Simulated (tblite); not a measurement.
C₇H₇ (charge +1).
Bonds: C1–C2 (triple), C2–C3, C3–C4 (triple), C4–C5, C5–C6, C5–C7. Hydrogens: H8 on C1; H9, H10, H11 on C6; H12, H13, H14 on C7.
Bond orders are those of one Lewis drawing.

Computed with GFN2-xTB (tblite), gas phase: Langevin dynamics at 300 K from the optimised GFN2-xTB geometry, time step 0.5 fs, friction 0.01 fs⁻¹, 2000 steps.

Start geometry:
```
atom  x, y, z in Å
C1      4.252    0.212    0.366
C2      3.044    0.245    0.254
C3      1.711    0.278    0.135
C4      0.488    0.301    0.022
C5     -0.872    0.327   -0.075
C6     -1.675    0.603    1.113
C7     -1.513    0.076   -1.366
H8      5.300    0.181    0.464
H9     -1.084    0.935    1.963
H10    -2.463    1.325    0.884
H11    -2.207   -0.314    1.393
H12    -2.583   -0.092   -1.267
H13    -1.035   -0.748   -1.899
H14    -1.363    0.951   -2.010
```

The statistics below take the 31 frames saved every 25 fs from 250 to 1000 fs; their kinetic temperature (all 3N coordinates) averages 269 K.

**Question.** Give the mean, spread and extremes of the bond lengths.

**Answer.** 
```json
{"bond": "C1≡C2", "start (Å)": "1.213", "mean (Å)": "1.211", "standard deviation (Å)": "0.014", "shortest (Å)": "1.176", "longest (Å)": "1.245"}
{"bond": "C2–C3", "start (Å)": "1.338", "mean (Å)": "1.338", "standard deviation (Å)": "0.022", "shortest (Å)": "1.291", "longest (Å)": "1.380"}
{"bond": "C3≡C4", "start (Å)": "1.229", "mean (Å)": "1.233", "standard deviation (Å)": "0.020", "shortest (Å)": "1.190", "longest (Å)": "1.270"}
{"bond": "C4–C5", "start (Å)": "1.364", "mean (Å)": "1.381", "standard deviation (Å)": "0.024", "shortest (Å)": "1.341", "longest (Å)": "1.447"}
{"bond": "C5–C6", "start (Å)": "1.460", "mean (Å)": "1.465", "standard deviation (Å)": "0.031", "shortest (Å)": "1.392", "longest (Å)": "1.513"}
{"bond": "C5–C7", "start (Å)": "1.463", "mean (Å)": "1.452", "standard deviation (Å)": "0.025", "shortest (Å)": "1.394", "longest (Å)": "1.496"}
{"bond": "C1–H8", "start (Å)": "1.054", "mean (Å)": "1.056", "standard deviation (Å)": "0.022", "shortest (Å)": "1.019", "longest (Å)": "1.100"}
{"bond": "C6–H9", "start (Å)": "1.087", "mean (Å)": "1.098", "standard deviation (Å)": "0.034", "shortest (Å)": "1.034", "longest (Å)": "1.157"}
{"bond": "C6–H10", "start (Å)": "1.093", "mean (Å)": "1.100", "standard deviation (Å)": "0.029", "shortest (Å)": "1.046", "longest (Å)": "1.173"}
{"bond": "C6–H11", "start (Å)": "1.097", "mean (Å)": "1.098", "standard deviation (Å)": "0.032", "shortest (Å)": "1.045", "longest (Å)": "1.185"}
{"bond": "C7–H12", "start (Å)": "1.087", "mean (Å)": "1.096", "standard deviation (Å)": "0.023", "shortest (Å)": "1.056", "longest (Å)": "1.141"}
{"bond": "C7–H13", "start (Å)": "1.092", "mean (Å)": "1.090", "standard deviation (Å)": "0.034", "shortest (Å)": "1.031", "longest (Å)": "1.159"}
{"bond": "C7–H14", "start (Å)": "1.097", "mean (Å)": "1.104", "standard deviation (Å)": "0.032", "shortest (Å)": "1.056", "longest (Å)": "1.172"}
```

**Question.** Give the same statistics for bond angles, one of each kind among heavy atoms.

**Answer.** 
```json
{"angle": "C1–C2–C3", "start (°)": "179.7", "mean (°)": "171.6", "standard deviation (°)": "4.2", "smallest (°)": "162.8", "largest (°)": "178.8"}
{"angle": "C2–C3–C4", "start (°)": "179.6", "mean (°)": "170.0", "standard deviation (°)": "4.9", "smallest (°)": "156.2", "largest (°)": "177.1"}
{"angle": "C3–C4–C5", "start (°)": "178.8", "mean (°)": "169.4", "standard deviation (°)": "4.7", "smallest (°)": "158.9", "largest (°)": "176.9"}
{"angle": "C4–C5–C6", "start (°)": "119.6", "mean (°)": "119.3", "standard deviation (°)": "3.9", "smallest (°)": "113.2", "largest (°)": "129.3"}
{"angle": "C6–C5–C7", "start (°)": "120.6", "mean (°)": "120.8", "standard deviation (°)": "3.3", "smallest (°)": "114.6", "largest (°)": "128.2"}
```

**Question.** How widely does the potential energy scatter, against a harmonic estimate?

**Answer.** Mean 0.46 eV above the start, standard deviation 0.080 eV, range 0.28 to 0.60 eV. For 36 classical harmonic modes at 300 K the canonical values are 36kT/2 = 0.47 eV and kT·√(36/2) = 0.110 eV.

The run is classical and short, so these are rough statistics of one trajectory.

The cost below is that of the whole dynamics run. Hardware: one thread, Arm Neoverse V1 (aarch64), shared host. Cost: 9.6 s, 0.18 GiB resident at most.
